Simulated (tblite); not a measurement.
Compound: C6H9FSi.
Geometry (GFN2-xTB, Å), atoms numbered from 1 in this order:
```
atom  x, y, z in Å
C1     2.7370    1.8362    0.3033
C2     1.8025    1.1296    0.0585
C3     0.6478    0.2957   -0.2060
C4    -0.6626    1.0891   -0.0389
Si5   -2.0156   -0.2375    0.1559
C6    -0.7252   -1.6322    0.4958
F7    -1.0596   -2.4065    1.5995
C8     0.5956   -0.9074    0.7438
H9     3.5646    2.4477    0.5065
H10    0.7152   -0.0742   -1.2369
H11   -0.8074    1.7682   -0.8772
H12   -0.5892    1.7089    0.8568
H13   -2.7563   -0.5034   -1.0793
H14   -2.8883   -0.0426    1.3086
H15   -0.6286   -2.3451   -0.3312
H16    1.4581   -1.5614    0.6030
H17    0.6050   -0.5532    1.7773
```

Level: GFN2-xTB in tblite, geometry and Hessian alike; calculated harmonic values, unscaled, isolated species. This tight-binding method is rough: wavenumbers can miss measured ones by several per cent, in bad cases by 10 to 20. Modes of hydrogen on silicon can be 10 to 20 % off. One conformer, not necessarily the lowest.

Harmonic wavenumbers (cm⁻¹): 78.2, 93.1, 127.7, 236.8, 266.9, 357.9, 369.9, 428.8, 442.3, 477.1, 482.5, 536.3, 637.8, 656.0, 665.0, 671.0, 757.2, 775.1, 784.3, 888.9, 948.2, 1019.0, 1051.3, 1057.5, 1078.3, 1099.0, 1176.7, 1210.2, 1236.4, 1253.1, 1289.3, 1299.8, 1328.4, 1475.9, 1490.9, 2261.5, 2289.9, 2313.0, 2901.9, 2907.6, 2977.0, 2981.2, 2990.6, 3015.0, 3396.7.

A = 3115, B = 1105, C = 869.7 MHz; mass 128.046 u (most abundant isotopes); point group C1, symmetry number 1.

What is the zero-point energy?

½Σν̃ = 27891 cm⁻¹ = 79.74 kcal/mol.

Entropy at 298.15 K, 1 bar (ideal gas, RRHO, classical rotation)?

Translation 40.48, rotation 29.06, vibration 22.87: S = 92.4 cal/(mol K).

And Cp and H(298.15 K) − H(0)?

Cp = 36.61 cal/(mol K), of which vibrations give 28.66 (their classical limit is 45 R = 89.4); H(298.15 K) − H(0) = 6.28 kcal/mol without the zero-point energy, 3.91 from vibrations.

Blend soft modes into free rotors: weight 1/[1 + (100 cm⁻¹/ν̃)⁴] for the oscillator and the rest for a rotor with moment μB/(μ + B), μ = h/(8π²ν), B = 10⁻⁴⁴ kg m². What vibrational entropy results?

21.80 cal/(mol K) in place of 22.87, which changes −T·S at 298.15 K by +0.32 kcal/mol.

What must be added to the electronic energy to get the Gibbs energy at 298.15 K and 1 bar?

ZPE + [H(298.15 K) − H(0)] − T·S = 79.74 + 6.28 − 27.55 = 58.47 kcal/mol.

Which modes carry the vibrational entropy at 298.15 K?

78.2 cm⁻¹: 3.94; 93.1 cm⁻¹: 3.59; 127.7 cm⁻¹: 2.98; 236.8 cm⁻¹: 1.83; 266.9 cm⁻¹: 1.62; 357.9 cm⁻¹: 1.13 cal/(mol K); the other 39 give 7.78 together.

How do the functions run with temperature in this model?

```tsv
T (K)	S (cal/(mol K))	Cp (cal/(mol K))	H − H(0) (kcal/mol)	G − H(0) (kcal/mol)	ln q(vib)
150	73.3	20.7	2.03	-8.97	1.83
250	86.4	31.6	4.64	-16.96	3.85
400	104.5	46.1	10.51	-31.31	7.21
600	126.0	59.7	21.19	-54.41	11.84
900	152.8	72.3	41.16	-96.38	18.48
```

q(vib) and H(0) count from the zero-point level.

Hindered rotation and anharmonicity are outside this model. Other conformers, if any are populated, would add a mixing term that is left out. The structure is chiral; the term R ln 2 for an equal mix with its mirror image is left out.

On one thread, Arm Neoverse N1 (aarch64), on a shared host, this took 1.1 s of wall time. This covers the Hessian and the dipole derivatives.
